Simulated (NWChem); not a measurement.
# germylsilane (GeSiH$_{6}$); SMILES [GeH3][SiH3]

```xyz
8

Si     0.0000     0.0000    -1.5725
Ge     0.0000     0.0000     0.8254
H     -0.1038     1.3913    -2.0914
H      1.2568    -0.6057    -2.0914
H     -1.1530    -0.7856    -2.0914
H     -1.3017     0.6266     1.3797
H      0.1082    -1.4406     1.3797
H      1.1935     0.8140     1.3797
```
Atoms are numbered in this order, from 1.

The geometry was optimised at B3LYP/6-31G* (spherical d).

Q: List the 4 lowest vertical singlet excitations from B3LYP/def2-SVP, TDA (NWChem).

A: 
```csv
state,energy (eV),oscillator strength,leading excitation (squared amplitude)
S1,7.69,0.027,HOMO → LUMO (0.88)
S2,7.69,0.027,HOMO → LUMO+1 (0.88)
S3,8.30,0.340,HOMO → LUMO+2 (0.69)
S4,8.49,0.000,HOMO−1 → LUMO (0.49)
```
